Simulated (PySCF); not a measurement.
**A survey of ²⁹Si NMR shifts**

[PySCF: PBE0/pcSseg-1 with gauge-including orbitals; structure optimised with GFN2-xTB; equivalent nuclei averaged; relativity neglected; no solvent model; single conformer]

Shieldings were converted by a linear fit to measured shifts: ²⁹Si: δ = 279.94 − 0.822σ (rms 8.9 ppm, 72 shifts, 25.8 ppm with the 6 outliers that the fit left out vs TMS, solution or neat liquid). A few per cent of atoms miss by over 2 rms, more outside the fitted compound classes.

Question: Give the ²⁹Si shifts of `F[C@H]1[SiH2][Si@H](F)[SiH2]1`, `O=C(O)CO[SiH2]C[SiH3]`, `F[C@@H]1[SiH2]CC=C1[SiH2][SiH3]`.

Answer: 
```tsv
compound	environment	δ (ppm)
[F:1][C@H:2]1[SiH2:3][Si@H:4]([F:5])[SiH2:6]1	Si4: silicon bonded to F, 2 Si, H, in a 4-membered ring	44.6
[F:1][C@H:2]1[SiH2:3][Si@H:4]([F:5])[SiH2:6]1	Si3/6: silicon bonded to C, Si, 2 H, in a 4-membered ring (×2)	-43.0
[O:1]=[C:2]([OH:3])[CH2:4][O:5][SiH2:6][CH2:7][SiH3:8]	Si6: silicon bonded to C, O, 2 H	-24.4
[O:1]=[C:2]([OH:3])[CH2:4][O:5][SiH2:6][CH2:7][SiH3:8]	Si8: silicon bonded to C, 3 H	-74.4
[F:1][C@@H:2]1[SiH2:3][CH2:4][CH:5]=[C:6]1[SiH2:7][SiH3:8]	Si3: silicon bonded to 2 C, 2 H, in a 5-membered ring	-33.1
[F:1][C@@H:2]1[SiH2:3][CH2:4][CH:5]=[C:6]1[SiH2:7][SiH3:8]	Si7: silicon bonded to C, Si, 2 H	-71.7
[F:1][C@@H:2]1[SiH2:3][CH2:4][CH:5]=[C:6]1[SiH2:7][SiH3:8]	Si8: silicon bonded to Si, 3 H	-99.1
```

Question: Order these by ²⁹Si shift, lowest first.
A. C#C[SiH2]/C(=C\SC)C(Cl)Cl
B. FC(F)(F)C1[SiH2]C[SiH2]1
C. CC[Si@H]1C(=O)C=C1C=O

Answer: A (-74.4 ppm, silicon bonded to 2 C, 2 H), B (-34.8 ppm, silicon bonded to 2 C, 2 H, in a 4-membered ring), C (10.2 ppm, silicon bonded to 3 C, H, in a 4-membered ring).
